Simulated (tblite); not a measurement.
Compound: C5H5N2O2 (doublet state).
Z-matrix (Å and degrees, GFN2-xTB geometry), rows numbered from 1:
```
C 
C   1  1.3627
C   2  1.4209  1  131.33
N   3  1.3355  2  111.06  1  -179.99
C   4  1.3180  3  105.88  2    -0.02
O   5  1.3486  4  121.95  3  -179.99
C   6  1.3314  5  122.18  4  -179.89
O   7  1.2015  6  127.06  5    -0.02
N   5  1.3583  4  112.63  3     0.01
H   1  1.0737  2  121.37  3  -179.96
H   1  1.0719  2  120.21  3     0.04
H   3  1.0702  2  127.80  1     0.01
H   7  1.0985  6  108.20  5   179.98
H   9  1.0096  2  127.65  1     0.07
```

Computed values, GFN2-xTB/tblite, gas phase, harmonic and unscaled. The method is semi-empirical: single wavenumbers can be off by several per cent or more. One conformer, not necessarily the lowest. Open shells enter through the occupations alone, without spin polarisation, and single modes of such species can be off by tens of per cent.

Q: How many normal modes are there?

A: 14 atoms, non-linear: 3N − 6 = 36.

Q: What is the point group of the computed structure, and how do the modes divide by symmetry?

A: Cs. The vibrations span 25 a′ + 11 a″.

Q: How many distinct wavenumbers does the calculation give?

A: 36: Cs has no degenerate species.

Q: How many fundamentals are allowed in the infrared by symmetry?

A: 36 of 36: in Cs every mode is allowed. All fundamentals are allowed in the Raman spectrum.

Q: What zero-point energy do the modes add up to?

A: ½Σν̃ = 21128 cm⁻¹ = 252.8 kJ/mol (36 modes), 114.3 kJ/mol of it from above 1550 cm⁻¹.

Q: How far is the lowest real mode excited at 298.15 K, as a harmonic oscillator?

A: θ = hcν̃/k = 107 K for 74.2 cm⁻¹, so N1/N0 = 0.7 and ⟨v⟩ = 1/(exp(θ/T) − 1) = 2.3.
